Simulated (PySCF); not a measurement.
**Converging Rb₂ in the basis (MP2)**

PySCF, RHF reference; singlet, unpaired electrons none; De to Rb + Rb without counterpoise correction. Frozen cores follow the default of each basis and core potential.

| basis | relativity | functions | Re (Å) | ωe (cm⁻¹) | De (eV) | frozen orbitals |
| --- | --- | --- | --- | --- | --- | --- |
| def2-SVP | scalar-relativistic core potentials | 48 | 4.252 | 55.1 | 0.22 | 0 |
| def2-SVPD | scalar-relativistic core potentials | 54 | 4.251 | 55.2 | 0.22 | 0 |
| def2-TZVPP | scalar-relativistic core potentials | 80 | 4.231 | 58.2 | 0.31 | 0 |

(1) How does each smaller set differ from the one with most functions, def2-TZVPP?

Correlated steps freeze no core orbitals. The bond is weak. Basis-set superposition, not corrected here, can be much of De in a small basis, most of all at correlated wavefunction levels. Where the molecule has an RHF reference, its open-shell atoms are computed with UHF.

Answers

(1) def2-SVP: +2.1 pm, -5.3 % in ωe, -0.09 eV in De; def2-SVPD: +2.0 pm, -5.2 % in ωe, -0.09 eV in De. All at MP2; the set with most functions is neither the basis-set limit nor always the best.
